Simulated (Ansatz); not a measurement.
System: CH4BO, charge 0, doublet. CH4BO (SMILES BO[CH2], doublet).
B3LYP-D3(BJ)/def2-TZVP minimum from Ansatz (a first-principles code):
```
O
C 1 1.3516
B 1 1.3592 2 124.33
H 2 1.0768 1 116.03 3 -180.00
H 2 1.0810 4 124.75 1 -180.00
H 3 1.1888 1 116.49 2 180.00
H 3 1.1956 6 123.94 1 -180.00
```
Charge 0, spin multiplicity 2.

Total energies in aug-cc-pVDZ, 17 correlated electrons, 3 frozen orbitals. Open shells are spin-unrestricted; no spin-orbit coupling. Cores are frozen in correlated methods. No relativity.

| method | program | energy (Eh) | minus CCSDT(Q) (mEh) |
|---|---|---|---|
| HF | Ansatz | -139.73261 | 453.81 |
| MP2 | Ansatz | -140.13674 | 49.67 |
| CCSD | Ansatz | -140.17162 | 14.79 |
| CCSD(T) | Ansatz | -140.18463 | 1.78 |
| CCSDT(Q) | Ansatz | -140.18642 | 0.00 |

Rough core times of Ansatz's runs on a shared machine: CCSD(T) 20 s, CCSDT(Q) 70 min.
